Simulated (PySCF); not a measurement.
**Which is lower?**

The two ends of one reaction step of SiNH$_{4}$F$_{3}$, closed shell (PBE0-D4/def2-TZVP).

A:

Si1  (-0.981, 0.194, -0.366)
H2  (1.340, -2.252, 1.110)
F3  (-0.673, -1.029, -1.307)
F4  (-1.463, -0.308, 1.045)
F5  (-2.225, 0.923, -1.010)
H6  (1.625, -1.569, 1.008)
N7  (0.397, 1.126, -0.187)
H8  (0.506, 1.773, 0.575)
H9  (1.009, 1.327, -0.959)
(Å)

B:

```csv
atom,x (Å),y (Å),z (Å)
Si1,-0.8321,-0.5625,-0.3212
H2,0.3367,-1.4489,-0.4359
F3,-1.9456,-1.5459,-0.9340
F4,-1.4929,-0.3185,1.1145
F5,-0.9965,0.6534,-1.3471
H6,1.1164,0.4074,1.3520
N7,0.6847,0.7984,0.5221
H8,0.2421,1.6733,0.7820
H9,1.4134,1.0046,-0.1521
```

Program: PySCF 2.14 with density fitting (its default auxiliary sets; JK sets also for MP2 and CCSD(T)). Basis: def2-TZVPP. Cores are frozen in the correlated methods. B3LYP uses VWN-RPA correlation.

Q: Which structure is lower at CCSD(T), and by how much? (Judge from chemistry; the value comes from the calculation.)

A: By the calculation: A, by 0.262 eV (electronic energy, against the other). By their contacts, A is a complex of SiNH₂F₃ ([NH2][Si]([F])([F])[F]) + H₂ and B is SiNH₄F₃ ([NH3][SiH]([F])([F])[F]).

Q: Do the other methods give the same order? (Judge from chemistry; the calculation decides.)

A: By the calculation: Not all: SPW92 gives the other order.

| method | E(B) − E(A) (eV) |
| --- | --- |
| SPW92 | -0.011 |
| PBE-D4 | 0.180 |
| r2SCAN-D4 | 0.248 |
| PBE0-D4 | 0.195 |
| B3LYP-D4 | 0.298 |
| BHLYP-D4 | 0.299 |
| wB97M-V | 0.239 |
| HF | 0.445 |
| MP2 | 0.302 |
| CCSD | 0.276 |
| CCSD(T) | 0.262 |

The T1 diagnostic stays at or below 0.011.

Labels in which every atom is bracketed show which atoms are joined, not bond orders.

For scale, one of the runs: CCSD(T)/def2-TZVPP, 222 basis functions, launched by `OMP_NUM_THREADS=4 python run.py`. The run took 16 min on 4 CPU threads of an Arm Neoverse V2 (shared host), with 4.6 GiB of host memory at its peak.
